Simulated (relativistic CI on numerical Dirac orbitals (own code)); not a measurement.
# Slater and spin-orbit integrals, Hf48+

These numbers are calculated, not measured: Dirac-Coulomb-Breit CI, KLI orbitals optimised for each configuration, QED by a radiative potential, unscaled Slater integrals (own radial code, finite nucleus).

Slater integrals F^k, G^k are unscaled and averaged over j, outside the closed core [Ne]; ζ comes from projecting the Hamiltonian with its Breit term on Σ l·s of the shell.

- 3s2 3p6 3d6: F^2(3d,3d) = 576380, F^4(3d,3d) = 372150, ζ(3d) = 198940 cm⁻¹; <r>(3d) = 0.1771, <r^2>(3d) = 0.03638 (bohr units).
- 3s2 3p5 3d7: ζ(3p) = 1.5066e+06, F^2(3d,3d) = 575510, F^4(3d,3d) = 371570, F^2(3p,3d) = 499750, G^1(3p,3d) = 533510, G^3(3p,3d) = 355650, ζ(3d) = 197310 cm⁻¹; <r>(3p) = 0.1977, <r^2>(3p) = 0.04527, <r>(3d) = 0.1773, <r^2>(3d) = 0.03647 (bohr units).
- 3s2 3p4 3d8: F^2(3p,3p) = 495700, ζ(3p) = 1.5057e+06, F^2(3d,3d) = 574630, F^4(3d,3d) = 370970, F^2(3p,3d) = 499340, G^1(3p,3d) = 533520, G^3(3p,3d) = 355520, ζ(3d) = 195700 cm⁻¹; <r>(3p) = 0.1978, <r^2>(3p) = 0.04535, <r>(3d) = 0.1776, <r^2>(3d) = 0.03658 (bohr units).

**Question.** Give the Racah parameters of the d shell in 3s2 3p6 3d6.

**Answer.** B = F²/49 − 5F⁴/441 = 7543 cm⁻¹ and C = 35F⁴/441 = 29536 cm⁻¹.

Averages of the first 10 configurations, taken without configuration mixing, which lowers the lowest level and can move excited configurations by several eV; other configurations of the list can lie among them:

| Configuration | Parity | States | Average energy above the lowest level (eV) |
| --- | --- | --- | --- |
| 3s2 3p6 3d6 | even | 210 | 109.6 |
| 3s2 3p5 3d7 | odd | 720 | 571.6 |
| 3s2 3p4 3d8 | even | 675 | 1041.7 |
| 3s 3p6 3d7 | even | 240 | 981.0 |
| 3p6 3d8 | even | 45 | 1863.3 |
| 3s 3p5 3d8 | odd | 540 | 1441.6 |
| 3s2 3p6 3d5 4s | even | 504 | 1788.8 |
| 3s2 3p6 3d5 4p | odd | 1512 | 1943.6 |
| 3s2 3p4 3d7 4s | even | 3600 | 2701.8 |
| 3s2 3p6 3d5 4d | even | 2520 | 2120.6 |
